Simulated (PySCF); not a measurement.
**Basis-set dependence of TeO at CCSD(T)**

PySCF, ROHF reference; triplet, unpaired electrons π ↑↑; De to Te + O without counterpoise correction. Frozen cores follow the default of each basis and core potential.

```tsv
basis	relativity	functions	Re (Å)	ωe (cm⁻¹)	De (eV)	frozen orbitals
cc-pVDZ-PP/cc-pVDZ	scalar-relativistic core potentials	37	1.882	745	2.99	5
def2-SVP	scalar-relativistic core potentials	40	1.879	750	3.06	5
x2c-SVPall	spin-free X2C	50	1.875	759	3.11	19
aug-cc-pVDZ-PP/aug-cc-pVDZ	scalar-relativistic core potentials	55	1.869	776	3.64	5
def2-TZVPP	scalar-relativistic core potentials	81	1.826	814	3.84	5
```

Q: How does each smaller set differ from the one with most functions, def2-TZVPP?

A: cc-pVDZ-PP/cc-pVDZ: +5.6 pm, -8.5 % in ωe, -0.85 eV in De; def2-SVP: +5.3 pm, -7.9 % in ωe, -0.78 eV in De; x2c-SVPall: +4.9 pm, -6.8 % in ωe, -0.73 eV in De; aug-cc-pVDZ-PP/aug-cc-pVDZ: +4.3 pm, -4.7 % in ωe, -0.20 eV in De. All at CCSD(T); the set with most functions is neither the basis-set limit nor always the best. The rows treat relativity differently, so the differences are not basis effects alone.

Correlated steps freeze the inner cores (5 to 19 orbitals); shallow outer-core shells are correlated. Correlated levels converge slowly with the basis: in double zeta they bind strong bonds too weakly, by up to about 1 eV, and carry superposition errors of some tenths. These are scalar-relativistic numbers at best; spin–orbit coupling would shift them, the dissociation energy most. The state is the lowest determinant that a PBE0 search found; another state may lie lower at other levels.
